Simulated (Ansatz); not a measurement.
Input file for Ansatz (an electronic-structure program): R-CAM-B3LYP/def2-TZVPPD on H2Se (SMILES [SeH2]). Files ending in .json are basis or fitting sets from the Basis Set Exchange.

Ansatz 0.2 input:
```yaml
crystal:
  periodic: [false, false, false]
  atoms:
    - {symbol: Se, position_ang: [-0.26460328, -0.39094271, 3.37884193]}
    - {symbol: H, position_ang: [0.29948447, 0.28415083, 4.55820761]}
    - {symbol: H, position_ang: [1.07119926, -0.66446334, 2.83519450]}
basis:
  gaussian:
    orbitals: def2-TZVPPD.json
hamiltonian:
  xc: {name: CAM-B3LYP}
scf: {lower_state_search: off}
```

The head of its log:

```
WARN ansatz: RAYON_NUM_THREADS=1 ignored (pool sized by the plan → 1); use --threads N
Functional definition: CAM-B3LYP
these checks for a lower state are left out or cut short: stability, starts, cluster_reference, orbital_swaps, neighbouring_geometries, increment
integrals: 0.02 GiB planned
562 factors; their error is unknown
integrals: 0.05 GiB planned
144 factors; integrals over basis functions are off by at most 5.8e-5 eV
mean field: 0.25 GiB planned
mean field evaluation 1: about -65385.1040 eV, gradient 8.8e0 eV
mean field evaluation 2: about -65385.2608 eV, gradient 3.8e0 eV
```

Give the final energy of this run.

-2402.8736 hartree.
